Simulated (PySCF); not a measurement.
Mapped SMILES: `[F:1][C@H:2]1[CH2:3][CH2:4][SiH2:5]1`. Hydrogens are named by the atom that carries them. Ha(C3), Ha(C4), Ha(Si5) are cis to F1 on the ring; Hb(C3), Hb(C4), Hb(Si5) are trans to F1 on the ring.

GIAO PBE0/pcSseg-1 shifts (PySCF, gas phase, non-relativistic, equivalent atoms averaged), each against references optimised in the same way as the molecule (CFCl3, TMS).

On the GFN2-xTB geometry: F1 -216.6, C2 91.6, C3 35.0, C4 1.6, Si5 -25.6, H(C2) 5.42, Ha(Si5) 4.89, Hb(Si5) 4.87, Hb(C3) 2.97, Ha(C3) 2.68, Ha(C4) 1.32, Hb(C4) 1.12 ppm.

Q: What changes on the PBE0-D3(BJ)/def2-SVP geometry?

A: 
```
  atoms  δ (ppm)  change
     F1   -214.2    +2.4
     C2     84.2    -7.4
     C3     33.9    -1.1
     C4     -1.3    -2.9
    Si5    -22.9    +2.7
  H(C2)     4.72   -0.70
Ha(Si5)     4.68   -0.21
Hb(Si5)     4.87   +0.00
 Hb(C3)     2.77   -0.20
 Ha(C3)     2.34   -0.34
 Ha(C4)     0.90   -0.42
 Hb(C4)     0.56   -0.56
```

Unscaled 19F shifts against computed CFCl3 carry errors that often reach 10 to 50 ppm.

Part of each change is the reference's own: σ(CFCl3, F) goes from 170.9 to 177.2 ppm, σ(TMS, C) goes from 186.9 to 184.4 ppm, σ(TMS, Si) goes from 349.2 to 352.0 ppm, σ(TMS, H) goes from 31.72 to 31.27 ppm.

Bonds between heavy atoms that differ most (equivalent bonds averaged): F1–C2 1.386 → 1.368 Å, Si5–C2 1.934 → 1.916 Å, C4–Si5 1.915 → 1.900 Å, C3–C4 1.543 → 1.548 Å. Mean change of bonds to hydrogen: C–H +0.013 Å, Si–H +0.034 Å.
